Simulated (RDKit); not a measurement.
Input file for RDKit: UFF on H2S2 (SMILES SS), a point of a torsion scan.

```python
from rdkit import Chem
from rdkit.Chem import AllChem, rdDetermineBonds

blocks = [
'''4

S    -0.92445344    0.55669724    0.44326625
S     0.92255500    0.39001614   -0.44402378
H    -1.54311762   -0.36129568   -0.30527155
H     1.01053060    1.65505253   -0.86554329
''',
]
mol = None
for b in blocks:
    f = Chem.MolFromXYZBlock(b)
    rdDetermineBonds.DetermineBonds(f, charge=0)
    mol = f if mol is None else Chem.CombineMols(mol, f)
Chem.SanitizeMol(mol)
print(Chem.MolToSmiles(Chem.RemoveHs(mol)))
ff = AllChem.UFFGetMoleculeForceField(mol, vdwThresh=100.0, ignoreInterfragInteractions=False)
e = ff.CalcEnergy()
print(f'UFF energy {e:.6f} kcal/mol')
```

Program output:

```
SS
UFF energy 5.945675 kcal/mol
```

The run finished.

Cost: very roughly 0.03 core-seconds.
